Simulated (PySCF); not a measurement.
F2GeH4OSi, SMILES F[SiH](F)[O][GeH3]. Coordinates come from a PBE0-D3(BJ)/def2-SVP optimisation. This is a generated structure with no PubChem entry under its InChIKey; it may be hypothetical. The values are those of a single conformer.

Computed equilibrium geometry at PBE0-D3(BJ)/def2-SVP (PySCF confirms it by a frequency run) as Cartesian coordinates in Å (one conformer of several):
```xyz
9

Si     1.4544    -0.4479     0.4120
F      1.2397     0.3004     1.8252
F      2.3271     0.5683    -0.4823
O      0.0178    -0.7312    -0.2799
Ge    -1.5329     0.1532    -0.4593
H      2.2097    -1.6924     0.6125
H     -2.4117    -0.2326     0.7382
H     -2.1220    -0.3324    -1.7881
H     -1.2285     1.6591    -0.4789
```
